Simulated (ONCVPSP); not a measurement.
**Cutoff test, Zn, ONCV**

zinc, optimised norm-conserving Vanderbilt (ONCV), made with ONCVPSP 4.0.1 (PBE, scalar-relativistic). Core [Ne], reference 3s2 3p6 3d10 4s1.75 4p0.25. Waves: 3s+4s: rc 0.95 bohr, ncon 3, nbas 6, qcut 15.7 1/bohr, 2 projectors; 3p+4p: rc 1.20 bohr, ncon 4, nbas 8, qcut 12.3 1/bohr, 2 projectors; 3d: rc 0.95 bohr, ncon 4, nbas 9, qcut 19.2 1/bohr, local. Local part: the d channel. Core correction: Teter function, fcfact 2.75, rcfact 1.3.

For each optimised wave give the share of its norm inside rc, the residual kinetic energy above qcut (Ha) and the cutoffs (Ha) for errors of 10, 1, 0.1 and 0.01 mHa per electron.

| wave | norm inside rc | residual KE | 10 mHa | 1 mHa | 0.1 mHa | 0.01 mHa |
| --- | --- | --- | --- | --- | --- | --- |
| 3s | 0.859 | 2.0e-07 | 58.0 | 73.3 | 85.7 | 95.7 |
| 4s | 0.026 | 9.3e-09 | 39.6 | 60.3 | 77.1 | 90.9 |
| 3p | 0.935 | 1.5e-07 | 39.3 | 49.5 | 58.2 | 65.1 |
| 4p | 0.012 | 5.7e-09 | 21.2 | 33.8 | 45.1 | 54.7 |
| 3d | 0.641 | 6.6e-07 | 103.2 | 124.6 | 141.9 | 156.2 |

The occupied waves need 125 Ha and 142 Ha for 1 and 0.1 mHa. Note: ghosts flagged at negative energy: s at -505.9 eV; no localised positive-energy state flagged. A true bound ghost makes a file unfit for plane-wave use. 1 of 4 tests not solved or not reliable.
